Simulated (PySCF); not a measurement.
Simulation results for CH₈B₂Ge, B₂ClGeH₃, B₂GeH₆O, AlB₂GeH₆ and others

All values are calculated (PySCF 2.14.0). Calculation on a computer-drawn molecule: the log of a Hartree-Fock and frozen-core CCSD(T) single point meant for a local Hartree-Fock minimum, with one planted fault or none, to be diagnosed. Offsets are logged minus clean, where the clean run is the same molecule without the fault. The reference is restricted for singlets and unrestricted otherwise, and also for a bond in bohr or an excited solution. Adding or removing an electron swaps singlet and doublet. The excited solution moves the top pair (singlet) or top alpha electron (doublet) to the lowest empty orbital. Highest occupied and lowest empty are orbital energies over both spins, largest force is the largest gradient component, triples share is (T) over the correlation energy, the T1 limit is 0.02 restricted and 0.045 unrestricted, electrons count all cores, a negative frequency is imaginary (commonest isotopes), and the dipole is about the centre of nuclear charge; on germanium a core potential holds 10 electrons, which the energies leave out, and 3d is frozen in MP2 and coupled-cluster steps.

Common to all runs: meant basis and core potential on germanium cc-pVDZ-PP ECP10MDF; logged SCF converged yes; logged CC converged yes; logged SCF stable within its kind yes; possible faults no fault, one electron removed, one electron added, multiplicity raised by two, geometry at a saddle point, SCF held on an excited solution, minimal basis STO-3G, one bond length entered in bohr, all coordinates scaled.

(1) CH₈B₂Ge

Logged structure:
```xyz
12
CH8B2Ge
B     -0.2643    -0.2273     1.8060
B      0.2846    -0.3434     0.2270
C      1.7844    -0.1746    -0.2552
Ge    -1.1607    -0.8322    -1.2350
H     -0.7139     0.8024     2.2397
H     -0.2871    -1.1807     2.5412
H      2.2102    -1.1897    -0.2309
H      1.8940     0.1789    -1.2832
H      2.4044     0.4408     0.4010
H     -1.3881     0.3859    -2.1476
H     -0.6639    -1.9864    -2.1224
H     -2.5295    -1.2419    -0.6684
```

| Item | Value |
| --- | --- |
| meant charge | 0 |
| meant multiplicity | 1 |
| meant basis | cc-pVDZ |
| logged electrons | 55 |
| logged basis functions | 105 |
| logged spin squared | 0.7751 |
| logged highest occupied | -17.386 eV |
| logged lowest empty | -7.4765 eV |
| logged largest force | 0.075637 hartree/bohr |
| logged T1 diagnostic | 0.018349 |
| logged D1 diagnostic | 0.074958 |
| logged triples share | 0.02867 |
| logged dipole magnitude | 3.0299 debye |
| logged energy HF | -384.90629 hartree |
| logged energy CCSD(T) | -385.37342 hartree |
| planted fault | one electron removed |
| HF energy offset from clean run | 201.1 kcal/mol |
| CCSD(T) energy offset from clean run | 214.8 kcal/mol |

Drawn bonds:
```
atom  other atom  order
   1           2      1
   2           3      1
   2           4      1
   1           5      1
   1           6      1
   3           7      1
   3           8      1
   3           9      1
   4          10      1
   4          11      1
   4          12      1
```

(2) B₂ClGeH₃

Logged structure:
```xyz
7
B2ClGeH3
B     -1.1066    -0.4061     0.3068
B     -1.0701    -1.1573     1.8870
Cl    -0.9639    -3.0197     1.9707
Ge    -1.1868    -0.3137     3.9156
H     -2.1877    -0.1599    -0.2644
H     -0.0546    -0.0678    -0.2703
H      0.4516    -0.1830     3.9779
```

| Item | Value |
| --- | --- |
| meant charge | 0 |
| meant multiplicity | 1 |
| meant basis | cc-pV(D+d)Z |
| logged electrons | 62 |
| logged basis functions | 89 |
| logged spin squared | 0 |
| logged highest occupied | -8.7766 eV |
| logged lowest empty | 0.011174 eV |
| logged largest force | 0.024457 hartree/bohr |
| logged T1 diagnostic | 0.01667 |
| logged D1 diagnostic | 0.051115 |
| logged triples share | 0.030013 |
| logged dipole magnitude | 1.597 debye |
| logged energy HF | -803.95626 hartree |
| logged energy CCSD(T) | -804.39628 hartree |
| planted fault | all coordinates scaled, by +3.8 % |
| HF energy offset from clean run | 4.403 kcal/mol |
| CCSD(T) energy offset from clean run | 3.514 kcal/mol |

Drawn bonds:
```
atom  other atom  order
   1           2      1
   2           3      1
   2           4      1
   1           5      1
   1           6      1
   4           7      1
```

(3) B₂GeH₆O

Logged structure:
```xyz
10
B2GeH6O
B     -1.9233     1.7035     1.8945
B     -1.4226     0.6937     0.6253
O     -1.4619     0.9044    -0.7127
Ge    -0.6083    -1.1861     1.1735
H     -3.0271     1.6189     2.3664
H     -1.1562     2.4514     2.4423
H     -1.8223     1.7386    -0.9751
H      0.8348    -1.3230     0.6627
H     -1.4336    -2.3334     0.5696
H     -0.5742    -1.4030     2.6972
```

| Item | Value |
| --- | --- |
| meant charge | 0 |
| meant multiplicity | 1 |
| meant basis | cc-pVDZ |
| logged electrons | 57 |
| logged basis functions | 95 |
| logged spin squared | 0.7603 |
| logged highest occupied | -0.27997 eV |
| logged lowest empty | 7.7667 eV |
| logged largest force | 0.027211 hartree/bohr |
| logged T1 diagnostic | 0.015626 |
| logged D1 diagnostic | 0.051631 |
| logged triples share | 0.026689 |
| logged dipole magnitude | 6.7315 debye |
| logged energy HF | -421.07877 hartree |
| logged energy CCSD(T) | -421.61513 hartree |
| planted fault | one electron added |
| HF energy offset from clean run | 16.11 kcal/mol |
| CCSD(T) energy offset from clean run | 3.52 kcal/mol |

Drawn bonds:
```
atom  other atom  order
   1           2      1
   2           3      1
   2           4      1
   1           5      1
   1           6      1
   3           7      1
   4           8      1
   4           9      1
   4          10      1
```

(4) AlB₂GeH₆

Logged structure:
```xyz
10
AlB2GeH6
B     -0.3549    -0.0614    -1.5465
B      0.8789     0.3230    -0.4978
Al     0.3209     0.2578     1.6473
Ge     2.6987     0.8027    -1.1271
H     -0.5279    -1.2018    -1.8635
H     -1.0806     0.8017    -1.9458
H      0.5388    -1.1339     2.3241
H     -0.2206     1.6116     2.2101
H      3.1230     2.2338    -1.3964
H      3.8059    -0.2200    -1.2961
```

| Property | Result |
| --- | --- |
| meant charge | 1 |
| meant multiplicity | 1 |
| meant basis | cc-pV(D+d)Z |
| logged electrons | 61 |
| logged basis functions | 104 |
| logged spin squared | 0.7679 |
| logged highest occupied | -6.5951 eV |
| logged lowest empty | 0.70384 eV |
| logged largest force | 0.036764 hartree/bohr |
| logged T1 diagnostic | 0.018318 |
| logged D1 diagnostic | 0.049062 |
| logged triples share | 0.02917 |
| logged dipole magnitude | 1.2563 debye |
| logged energy HF | -588.04363 hartree |
| logged energy CCSD(T) | -588.42792 hartree |
| planted fault | ? |

Drawn bonds:
```
atom  other atom  order
   1           2      1
   2           3      1
   2           4      1
   1           5      1
   1           6      1
   3           7      1
   3           8      1
   4           9      1
   4          10      1
```

(5) B₂GeH₆N

Logged structure:
```xyz
10
B2GeH6N
B     -2.6040     2.5242     1.2509
B     -1.8118     1.1754     0.8648
Ge    -0.8370    -0.5832     0.4010
N      0.9584    -0.4137     0.7931
H     -2.3765     3.5556     0.6764
H     -3.4340     2.5149     2.1214
H     -0.9203    -0.9018    -1.0935
H     -2.1759    -2.7065     1.8779
H      1.5004    -1.2351     0.5827
H      1.1466    -0.1579     1.7477
```

| Item | Value |
| --- | --- |
| meant charge | 0 |
| meant multiplicity | 2 |
| meant basis | cc-pVDZ |
| logged electrons | 55 |
| logged basis functions | 95 |
| logged spin squared | 1.7815 |
| logged highest occupied | -8.0923 eV |
| logged lowest empty | 0.1715 eV |
| logged largest force | 0.020294 hartree/bohr |
| logged T1 diagnostic | 0.025543 |
| logged D1 diagnostic | 0.10185 |
| logged triples share | 0.030672 |
| logged dipole magnitude | 2.7529 debye |
| logged energy HF | -400.49752 hartree |
| logged energy CCSD(T) | -400.96034 hartree |
| planted fault | ? |

Drawn bonds:
```
atom  other atom  order
   1           2      1
   2           3      1
   3           4      1
   1           5      1
   1           6      1
   3           7      1
   3           8      1
   4           9      1
   4          10      1
```

(6) B₂GeH₆N

Logged structure:
```xyz
10
B2GeH6N
B     -2.6040     2.5242     1.2509
B     -1.8118     1.1754     0.8648
Ge    -0.8370    -0.5832     0.4010
N      0.9584    -0.4137     0.7931
H     -2.3765     3.5556     0.6764
H     -3.4340     2.5149     2.1214
H     -0.9203    -0.9018    -1.0935
H     -1.5455    -1.7068     1.1825
H      1.5004    -1.2351     0.5827
H      1.1466    -0.1579     1.7477
```

| Property | Result |
| --- | --- |
| meant charge | 0 |
| meant multiplicity | 2 |
| meant basis | cc-pVDZ |
| logged electrons | 55 |
| logged basis functions | 95 |
| logged spin squared | 0.7583 |
| logged highest occupied | -8.7623 eV |
| logged lowest empty | 1.0248 eV |
| logged largest force | 2.283e-05 hartree/bohr |
| logged lowest frequency | 93.895 cm⁻¹ |
| logged T1 diagnostic | 0.016197 |
| logged D1 diagnostic | 0.059613 |
| logged triples share | 0.026878 |
| logged dipole magnitude | 1.9088 debye |
| logged energy HF | -400.61146 hartree |
| logged energy CCSD(T) | -401.09188 hartree |
| planted fault | ? |

Drawn bonds:
```
atom  other atom  order
   1           2      1
   2           3      1
   3           4      1
   1           5      1
   1           6      1
   3           7      1
   3           8      1
   4           9      1
   4          10      1
```

**Q.** Which fault was planted in the run of AlB₂GeH₆ (entry 4)?
**A.** one electron added

**Q.** Which fault was planted in the run of B₂GeH₆N (entry 5)?
**A.** one bond length entered in bohr, row 7 of the drawn bonds

**Q.** Which fault was planted in the run of B₂GeH₆N (entry 6)?
**A.** no fault

Further results for AlB₂GeH₆ (entry 4):

| Property | Result |
| --- | --- |
| HF energy offset from clean run | -134.5 kcal/mol |
| CCSD(T) energy offset from clean run | -141.7 kcal/mol |

Further results for B₂GeH₆N (entry 5):

| Property | Result |
| --- | --- |
| HF energy offset from clean run | 71.5 kcal/mol |
| CCSD(T) energy offset from clean run | 82.54 kcal/mol |

Further results for B₂GeH₆N (entry 6):

| Property | Result |
| --- | --- |
| HF energy offset from clean run | 0 kcal/mol |
| CCSD(T) energy offset from clean run | 0 kcal/mol |
